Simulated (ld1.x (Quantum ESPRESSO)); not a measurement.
# Ag (Z = 47), TM: configuration errors across variants

silver (Ag), norm-conserving Troullier–Martins (Kleinman–Bylander form), made with ld1.x (Quantum ESPRESSO) 7.5 (BLYP, scalar-relativistic). Core [Kr], reference 4d10 5s1 5p0. Waves: 5s (bound): rc 1.95 bohr; 5p (bound, empty): rc 3.75 bohr; 4d (bound): rc 1.65 bohr. Local part: the d channel. Core correction: a·sin(br)/r model core inside 1.35 bohr.

All-electron excitation energies from the reference (eV): (1) 4d10 5s0 5p0 7.872; (2) 4d9 5s0 5p0 29.912; (3) 4d8 5s0 5p0 65.995; (4) 4d10 5s0.5 5p0 3.057; (5) 4d7 5s0 5p0 117.571; (6) 4d10 5s0 5p1 3.903.

Tests that are not counted but printed errors over 1 eV. “base”: 4d9 5s1 5p1 (solver errors, printed error -2.3 eV). “wave 5p (bound): rc 3.75 bohr becomes 5p (bound): rc 4.10 bohr”: 4d9 5s1 5p1 (solver errors, printed error -2.2 eV). “wave 4d (bound): rc 1.65 bohr becomes 4d (bound): rc 1.62 bohr”: 4d9 5s1 5p1 (pseudo-atom not self-consistent, printed error -749 eV). “wave 5s (bound): rc 1.95 bohr becomes 5s (bound): rc 2.86 bohr”: 4d9 5s1 5p1 (solver errors, printed error -2.6 eV). “core correction a·sin(br)/r model core inside 1.08 bohr”: 4d9 5s1 5p1 (solver errors, printed error -2.2 eV).

5 further variants failed, have other tests or another functional or relativity, and are left out.

A true bound ghost makes a file unfit for plane-wave use even where its test errors are small: the radial tests pick states by their node count and pass the ghost by. Where a test does run into it, the solver fails or the error is huge.

Errors AE − PS in meV (a dash: test not solved or not reliable):

```csv
change,(1),(2),(3),(4),(5),(6),bound ghosts
base,-9.7,-42,-266,-2.2,-830,-0.4,"s, p"
wave 5p (bound): rc 3.75 bohr becomes 5p (bound): rc 4.10 bohr,-9.7,-42,-266,-2.2,-830,+0.9,"s, p"
local potential the p channel,-11,-225,-1013,-0.8,-2481,-0.5,none
wave 4d (bound): rc 1.65 bohr becomes 4d (bound): rc 1.62 bohr,-9.6,-41,-263,-2.2,-824,-0.4,"s, p"
wave 5s (bound): rc 1.95 bohr becomes 5s (bound): rc 2.86 bohr,-10.0,-60,-309,-2.2,-902,-1.3,"s, p"
core correction a·sin(br)/r model core inside 1.08 bohr,-9.9,-43,-273,-2.3,-857,-0.5,"s, p"
```

Problem. Give the same row for: all radii but the core radius scaled by about 1.19 (s 2.32, p 4.46, d 1.96 bohr).

Solution. -10, -51, -294, -2.3, -858, +2.0; bound ghosts: s, p. Not counted: 4d9 5s1 5p1 (solver errors, printed error -2.6 eV).
